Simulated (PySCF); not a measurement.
Ligands exchanged one at a time, Al NH2-SiH3. All species are isolated molecules in the gas phase. Strings in code marks are SMILES.

Computed with B3LYP-D3(BJ)/def2-TZVP run with PySCF. All candidates: neutral, multiplicity 1. B3LYP has the VWN-RPA correlation part, as in Gaussian. Delta-SCF ions had no search for a lower state. Excitations are Tamm–Dancoff values on a coarser integration grid. The basis has no diffuse functions, so Rydberg states are missing or too high.

```
Item                                       Value
--------------------------------------  --------
vertical ionisation energy (Delta-SCF)   8.98 eV
S1 excitation (TDA)                      5.64 eV
LUMO                                    -0.50 eV
```

Question: Which member has these values?
A) `[NH2][Al]([NH2])[NH2]`
B) `[NH2][Al]([SiH3])[SiH3]`
C) `[SiH3][Al]([SiH3])[SiH3]`
D) `[NH2][Al]([NH2])[SiH3]`

Answer: D, `[NH2][Al]([NH2])[SiH3]`. The others give `[SiH3][Al]([SiH3])[SiH3]`: 8.96 eV, 3.36 eV, -2.78 eV; `[NH2][Al]([SiH3])[SiH3]`: 8.84 eV, 4.37 eV, -1.60 eV; `[NH2][Al]([NH2])[NH2]`: 8.73 eV, 5.41 eV, -0.02 eV
